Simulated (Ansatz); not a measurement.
A search over several starts for the lowest SCF solution of Re₂O₂ at the given spin, in a small basis.

```yaml
crystal:
  periodic: [false, false, false]
  atoms:
    - {symbol: Re, position_ang: [-0.446779, -0.607123, 0.882354]}
    - {symbol: Re, position_ang: [0.956241, 0.325071, -0.592497]}
    - {symbol: O, position_ang: [0.564159, -0.376845, -2.040874]}
    - {symbol: O, position_ang: [-1.073621, 0.658898, 1.751027]}
basis:
  gaussian: {orbitals: def2-SVP}
hamiltonian: {xc: pbe0, dispersion: d4}
output: {orbitals: {seedname: orbitals}}
```

```sh
$ ansatz run in.yaml --threads 4 --pin off --events-out ev --progress --plain --max-ram 3916MiB
```

Output, abridged:

```
Functional definition: PBE0
946 factors; their error is unknown
mean field evaluation 1: about -8333.8590 eV, gradient 7.2e1 eV
mean field evaluation 2: about -8173.9135 eV, gradient 2.8e2 eV
mean field evaluation 4: about -8343.4423 eV, gradient 1.6e1 eV
mean field evaluation 8: about -8343.9787 eV, gradient 1.2e0 eV
mean field evaluation 16: about -8344.1190 eV, gradient 9.2e-3 eV
mean field -8344.11898074 eV, -306.6407166954 hartree, gradient 1.4e-5 eV, S^2 0.000000; 0 other end points of the search recorded, 0 dependent functions left out
reference -8344.11901337 eV, -306.6407178945 hartree; 23, 23 occupied and 69, 69 virtual orbitals, 946 factors
Total energy: -8344.23867612 eV, -306.6451154194 hartree
```

It took 0.95 s on 4 threads of Arm Neoverse V2 on a shared host.

In the def2 sets Re takes a core potential; there is no spin–orbit coupling. A triplet lies near this restricted singlet, and broken spin symmetry wasn't tried. At PBE0-D4/def2-TZVP a triplet of charge 0 lies 0.08 eV below the restricted singlet at the same geometry. That triplet is doubtful there (⟨S²⟩ 2.30, where a pure state has 2.00). The structure comes from a short search, and lower isomers may exist.
